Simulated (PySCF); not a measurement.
Species: C7H11OP.
SMILES with atom numbers: `[CH3:1][C:2](=[O:3])[CH2:4][P:5]1[CH2:6][CH:7]=[CH:8][CH2:9]1` (hydrogens: H10, H11, H12 on C1; H13, H14 on C4; H15, H16 on C6; H17 on C7; H18 on C8; H19, H20 on C9)

The same species was optimised twice, with GFN2-xTB and with PBE0-D3(BJ)/def2-SVP (PySCF), and the same property calculations (PySCF, gas phase) were run on both structures.

| coordinate | GFN2-xTB | PBE0-D3(BJ)/def2-SVP | change |
| --- | --- | --- | --- |
| C7=C8 (Å) | 1.321 | 1.337 | +0.016 |
| C2–C4 (Å) | 1.497 | 1.506 | +0.009 |
| P5–C9 (Å) | 1.866 | 1.872 | +0.006 |
| P5–C6 (Å) | 1.870 | 1.875 | +0.005 |
| C4–P5 (Å) | 1.887 | 1.883 | -0.004 |
| C6–C7 (Å) | 1.498 | 1.501 | +0.003 |
| C2=O3 (Å) | 1.208 | 1.211 | +0.003 |
| C8–C9 (Å) | 1.497 | 1.500 | +0.003 |
| C1–C2 (Å) | 1.506 | 1.506 | 0.000 |
| C1–C2–C4 (°) | 114.4 | 116.6 | +2.2 |
| C2–C4–P5 (°) | 107.3 | 109.5 | +2.2 |
| O3–C2–C4 (°) | 122.3 | 121.2 | -1.1 |
| C1–C2–O3 (°) | 123.2 | 122.2 | -1.0 |
| C6–P5–C9 (°) | 91.0 | 91.9 | +0.9 |
| C4–P5–C6 (°) | 96.3 | 97.1 | +0.8 |
| P5–C6–C7 (°) | 106.3 | 106.0 | -0.3 |
| C6–C7–C8 (°) | 116.6 | 116.8 | +0.2 |
| C1–C2–C4–P5 (°) | -81 | -88 | -7 |
| C2–C4–P5–C6 (°) | -167 | -169 | -2 |

Rotational constants: A = 2762, B = 938.7, C = 828.6 MHz (GFN2-xTB) against A = 2803, B = 906.8, C = 800.2 MHz (PBE0-D3(BJ)/def2-SVP). Point groups within 0.08 Å: C1 and C1.

On the GFN2-xTB structure: HOMO (eV) -7.01 [PBE0/pcSseg-1]; LUMO (eV) -0.53 [PBE0/pcSseg-1]; dipole (D) 2.52 [PBE0/pcSseg-1]; GIAO shielding of C1 (ppm) 154.8 [PBE0/pcSseg-1]; GIAO shielding of C2 (ppm) -23.4 [PBE0/pcSseg-1]; GIAO shielding of O3 (ppm) -343.1 [PBE0/pcSseg-1]; GIAO shielding of C4 (ppm) 139.9 [PBE0/pcSseg-1]; GIAO shielding of P5 (ppm) 344.6 [PBE0/pcSseg-1]; GIAO shielding of C6/C9 (mean) (ppm) 149.0 [PBE0/pcSseg-1]; GIAO shielding of C7/C8 (mean) (ppm) 50.3 [PBE0/pcSseg-1].

Question: What do these properties become on the PBE0-D3(BJ)/def2-SVP structure?

Answer: 
```csv
property,level,on GFN2-xTB,on PBE0-D3(BJ)/def2-SVP,change
HOMO (eV),PBE0/pcSseg-1,-7.01,-6.93,+0.08
LUMO (eV),PBE0/pcSseg-1,-0.53,-0.59,-0.06
dipole (D),PBE0/pcSseg-1,2.52,2.48,-0.04
"energy, GFN2-xTB geometry as zero (kcal/mol)",PBE0/pcSseg-1,0.0,-1.1,-1.1
GIAO shielding of C1 (ppm),PBE0/pcSseg-1,154.8,152.4,-2.4
GIAO shielding of C2 (ppm),PBE0/pcSseg-1,-23.4,-25.0,-1.6
GIAO shielding of O3 (ppm),PBE0/pcSseg-1,-343.1,-353.0,-9.9
GIAO shielding of C4 (ppm),PBE0/pcSseg-1,139.9,139.5,-0.4
GIAO shielding of P5 (ppm),PBE0/pcSseg-1,344.6,346.0,+1.4
GIAO shielding of C6/C9 (mean) (ppm),PBE0/pcSseg-1,149.0,148.2,-0.8
GIAO shielding of C7/C8 (mean) (ppm),PBE0/pcSseg-1,50.3,46.2,-4.1
```

The heavy atoms differ by 0.077 Å rms after alignment. Among bonds between heavy atoms C7=C8 changes most (+0.016 Å). Changes are differences of the printed values. Neither structure is proved a minimum here.
